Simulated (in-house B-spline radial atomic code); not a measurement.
**Tl4+: [Xe] (4f5/2)5 (4f7/2)8 5d10 (with a hole in an inner shell)**

Method: Dirac-Hartree-Fock, average of the jj configuration, Fermi nucleus of rms radius 5.4759 fm. Calculated with a radial B-spline atomic code at the basis-set limit.

Effective charges: Z_r = [3n² - l(l+1)]/(2<r>) from the radius, Z_e = n√(-2ε) from the energy, and Slater's rules. Values are occupation-weighted means over j. An effective charge above Z reflects the relativistic contraction of the inner shells.

| shell | electrons | ε (eV) | <r> (bohr) | Z_r | Z_e | Slater |
| --- | --- | --- | --- | --- | --- | --- |
| 1s | 2 | -86163 | 0.01632 | 91.91 | 79.58 | 80.70 |
| 2s | 2 | -15541 | 0.06804 | 88.18 | 67.60 | 76.85 |
| 2p | 6 | -13512 | 0.06181 | 80.90 | 63.03 | 76.85 |
| 3s | 2 | -3829.4 | 0.1767 | 76.40 | 50.33 | 69.75 |
| 3p | 6 | -3227.3 | 0.178 | 70.24 | 46.20 | 69.75 |
| 3d | 10 | -2537.9 | 0.1625 | 64.61 | 40.97 | 59.85 |
| 4s | 2 | -939.82 | 0.3904 | 61.47 | 33.24 | 53.25 |
| 4p | 6 | -736.08 | 0.4137 | 55.60 | 29.42 | 53.25 |
| 4d | 10 | -477.42 | 0.4362 | 48.14 | 23.69 | 41.85 |
| 5s | 2 | -204.1 | 0.8778 | 42.72 | 19.37 | 24.20 |
| 4f | 13 | -198.37 | 0.4584 | 39.27 | 15.27 | 30.80 |
| 5p | 6 | -144.45 | 0.9893 | 36.89 | 16.29 | 24.20 |
| 5d | 10 | -69.43 | 1.261 | 27.36 | 11.29 | 10.85 |

The least bound orbital is 5d5/2 at -68.39 eV, and it is also the most diffuse (<r> = 1.276 bohr). The part-filled 4f shell lies below the filled 5d shell in orbital energy.

For the 1s electron the small component carries 9.52 % of the norm, the zero-frequency Breit interaction raises the level by 329.5 eV, self-energy by 212.8 eV, and vacuum polarisation lowers it by 44.72 eV.
